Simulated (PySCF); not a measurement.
H3NSi (SMILES N[SiH]), singlet, geometry from GFN2-xTB; PySCF with MP2/aug-cc-pVDZ.

Input for PySCF:
```python
from pyscf import gto, scf, mp

mol = gto.M(
    atom='''
Si   -0.25545520    0.38837916    0.50410811
H    -0.60209363    1.47144592   -0.46443587
N     0.41416313   -0.68604256   -0.64975825
H     0.49147272   -0.52045741   -1.64375077
H     0.78785188   -1.58599880   -0.40101920
''',
    basis='aug-cc-pvdz',
    verbose=4,
    max_memory=1800,
)

mf = scf.RHF(mol)
mf.kernel()

pt = mp.MP2(mf, frozen=6)
pt.kernel()
print('E(MP2) = %.10f' % pt.e_tot)
```

The log (banner, timings and long lists left out):

```
PySCF version 2.14.0

[INPUT] verbose = 4
[INPUT] num. atoms = 5
[INPUT] num. electrons = 24
[INPUT] charge = 0
[INPUT] spin (= nelec alpha-beta = 2S) = 0
[INPUT] symmetry False subgroup None
[INPUT] Mole.unit = angstrom
[INPUT] Symbol           X                Y                Z      unit          X                Y                Z       unit  Magmom
[INPUT]  1 Si    -0.255455200000   0.388379160000   0.504108110000 AA   -0.482740365096   0.733930244889   0.952626265072 Bohr   0.0
[INPUT]  2 H     -0.602093630000   1.471445920000  -0.464435870000 AA   -1.137792062045   2.780629795909  -0.877656596724 Bohr   0.0
[INPUT]  3 N      0.414163130000  -0.686042560000  -0.649758250000 AA    0.782654886593  -1.296432548195  -1.227865139677 Bohr   0.0
[INPUT]  4 H      0.491472720000  -0.520457410000  -1.643750770000 AA    0.928748838495  -0.983521964400  -3.106238772343 Bohr   0.0
[INPUT]  5 H      0.787851880000  -1.585998800000  -0.401019200000 AA    1.488824279924  -2.997103365889  -0.757816458692 Bohr   0.0

nuclear repulsion = 50.9138359902871
number of shells = 31
number of NR pGTOs = 118
number of NR cGTOs = 77
basis = aug-cc-pvdz
ecp = {}

******** <class 'pyscf.scf.hf.RHF'> ********
method = RHF
initial guess = minao
damping factor = 0
level_shift factor = 0
DIIS = <class 'pyscf.scf.diis.CDIIS'>
diis_start_cycle = 1
diis_space = 8
diis_damp = 0
SCF conv_tol = 1e-09
SCF conv_tol_grad = None
SCF max_cycles = 50
direct_scf = True
direct_scf_tol = 1e-13
Set gradient conv threshold to 3.16228e-05
Initial guess from minao.
init E= -345.02273541557
  HOMO = -0.206434948567495  LUMO = -0.0255702145902434  gap/eV = 4.92158
cycle= 1 E= -345.098657543475  delta_E= -0.0759  |g|= 0.213  |ddm|= 2.05
  HOMO = -0.322570800146782  LUMO = 0.0332565042062105  gap/eV = 9.68255
cycle= 2 E= -345.115589193033  delta_E= -0.0169  |g|= 0.06  |ddm|= 0.356
  HOMO = -0.321927726801669  LUMO = 0.0339748938830897  gap/eV = 9.68460
cycle= 3 E= -345.117078730518  delta_E= -0.00149  |g|= 0.033  |ddm|= 0.119
  HOMO = -0.321250900488875  LUMO = 0.0347905837592444  gap/eV = 9.68838
cycle= 4 E= -345.11740525488  delta_E= -0.000327  |g|= 0.0052  |ddm|= 0.0537
  HOMO = -0.321362808838596  LUMO = 0.0346137342489766  gap/eV = 9.68662
cycle= 5 E= -345.117426243605  delta_E= -2.1e-05  |g|= 0.00135  |ddm|= 0.018
  HOMO = -0.321531929973786  LUMO = 0.0346120619649323  gap/eV = 9.69117
cycle= 6 E= -345.117428240618  delta_E= -2e-06  |g|= 0.000456  |ddm|= 0.00486
  HOMO = -0.321476379662515  LUMO = 0.0346156078467518  gap/eV = 9.68976
cycle= 7 E= -345.117428481167  delta_E= -2.41e-07  |g|= 0.000129  |ddm|= 0.00156
  HOMO = -0.321497883250542  LUMO = 0.0346196152971932  gap/eV = 9.69045
cycle= 8 E= -345.117428496758  delta_E= -1.56e-08  |g|= 2.83e-05  |ddm|= 0.000416
  HOMO = -0.32149524163201  LUMO = 0.0346199399865192  gap/eV = 9.69039
cycle= 9 E= -345.117428497584  delta_E= -8.26e-10  |g|= 5.07e-06  |ddm|= 0.000116
  HOMO = -0.32149553533482  LUMO = 0.0346201100941456  gap/eV = 9.69040
Extra cycle  E= -345.1174284976  delta_E= -1.63e-11  |g|= 2.12e-06  |ddm|= 1.18e-05
converged SCF energy = -345.1174284976

******** <class 'pyscf.mp.mp2.RMP2'> ********
nocc = 6, nmo = 71
frozen orbitals 6
E(RMP2) = -345.393535863072  E_corr = -0.276107365472386
E(SCS-RMP2) = -345.395668821794  E_corr = -0.278240324193961
E_corr(same-spin) = -0.0612559781225794
E_corr(oppo-spin) = -0.214851387349806
E(MP2) = -345.3935358631
```
